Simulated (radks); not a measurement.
The numbers below are computed, except where a source is named.
The xenon ion Xe5+, configuration [Kr] 4d10 5s2 5p1 (the NIST ground configuration).

Level of theory: Dirac Kohn-Sham, PBE, spin-unpolarised, spherical densities, finite nucleus; open shells fill j = l - 1/2 first; Fermi nuclear charge, rms radius 4.7859 fm (a radial shooting solver on a logarithmic mesh with Libxc functionals).

Energy parts (hartree):
| part | energy |
|---|---|
| total | -7444.10345 |
| kinetic | 7908.55845 |
| electron-nucleus | -17990.68843 |
| Hartree | 2823.31762 |
| exchange-correlation | -185.29109 |

Orbitals (lengths in bohr, moments of r in powers of bohr; r(max) is where P^2 peaks):
[
 {"orbital": "1s1/2", "occ.": "2", "eigenvalue (hartree)": "-1264.430", "r(max)": "0.01715"},
 {"orbital": "2s1/2", "occ.": "2", "eigenvalue (hartree)": "-198.6365", "r(max)": "0.09710"},
 {"orbital": "2p1/2", "occ.": "2", "eigenvalue (hartree)": "-186.7662", "r(max)": "0.07438"},
 {"orbital": "2p3/2", "occ.": "4", "eigenvalue (hartree)": "-174.8352", "r(max)": "0.07927"},
 {"orbital": "3s1/2", "occ.": "2", "eigenvalue (hartree)": "-42.42782", "r(max)": "0.2791"},
 {"orbital": "3p1/2", "occ.": "2", "eigenvalue (hartree)": "-37.49248", "r(max)": "0.2656"},
 {"orbital": "3p3/2", "occ.": "4", "eigenvalue (hartree)": "-35.22573", "r(max)": "0.2764"},
 {"orbital": "3d3/2", "occ.": "4", "eigenvalue (hartree)": "-26.54052", "r(max)": "0.2241"},
 {"orbital": "3d5/2", "occ.": "6", "eigenvalue (hartree)": "-26.06141", "r(max)": "0.2272"},
 {"orbital": "4s1/2", "occ.": "2", "eigenvalue (hartree)": "-9.48071", "r(max)": "0.6611"},
 {"orbital": "4p1/2", "occ.": "2", "eigenvalue (hartree)": "-7.73084", "r(max)": "0.6767"},
 {"orbital": "4p3/2", "occ.": "4", "eigenvalue (hartree)": "-7.27679", "r(max)": "0.7007"},
 {"orbital": "4d3/2", "occ.": "4", "eigenvalue (hartree)": "-4.43885", "r(max)": "0.7419"},
 {"orbital": "4d5/2", "occ.": "6", "eigenvalue (hartree)": "-4.36456", "r(max)": "0.7501"},
 {"orbital": "5s1/2", "occ.": "2", "eigenvalue (hartree)": "-2.70395", "r(max)": "1.544"},
 {"orbital": "5p1/2", "occ.": "1", "eigenvalue (hartree)": "-2.22108", "r(max)": "1.685"},
 {"orbital": "5p3/2", "occ.": "0", "eigenvalue (hartree)": "-2.14573", "r(max)": "1.741"}
]

The highest occupied level is 5p1/2 at -60.439 eV. For comparison, the ionisation energy in NIST's Atomic Spectra Database is 66.70 eV (measured). In exact Kohn-Sham theory the highest level is minus the ionisation energy, but local and semilocal functionals leave it too shallow, through self-interaction and a potential that decays too fast; potentials with the right tail come closer. Summed over all electrons, <r^2> = 25.79 bohr^2, which gives a Langevin (diamagnetic) susceptibility term of -20.4 x 10^-6 cm^3/mol. The density falls to 0.001 e/bohr^3 at r = 3.18 bohr. The electron density at the nucleus is 2.717e+05 e/bohr^3.

Beside tabulated values, note that spin-unpolarised runs miss the spin-polarisation part of the exchange energy of open shells.
